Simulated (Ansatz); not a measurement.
AsH2(SMe) (CH₅AsS). Total charge 0; singlet. Geometry PBE0-D4/def2-TZVP, basis def2-TZVP, Ansatz.

| run | HOMO (eV) | LUMO (eV) |
| --- | --- | --- |
| A | -5.58 | -1.57 |
| B | -8.91 | 1.43 |
| C | -7.81 | 0.46 |
| D | -5.46 | -1.25 |
| E | -6.89 | -0.37 |
| F | -6.72 | -0.48 |

**Question.** The runs used BHLYP, LDA (SPW92), PBE0, r2SCAN0, revPBE, ωB97M-V. Estimate which is which.

**Answer.** A LDA (SPW92) (0 % exact exchange); B ωB97M-V (range-separated); C BHLYP (50 % exact exchange); D revPBE (0 % exact exchange); E r2SCAN0 (25 % exact exchange); F PBE0 (25 % exact exchange). Exact exchange lowers occupied and raises empty levels; among semilocal functionals meta-GGAs tend to open the gap a little, and such runs are hard to tell apart. The gap grows from 4.01 eV (LDA (SPW92)) to 10.33 eV (ωB97M-V).
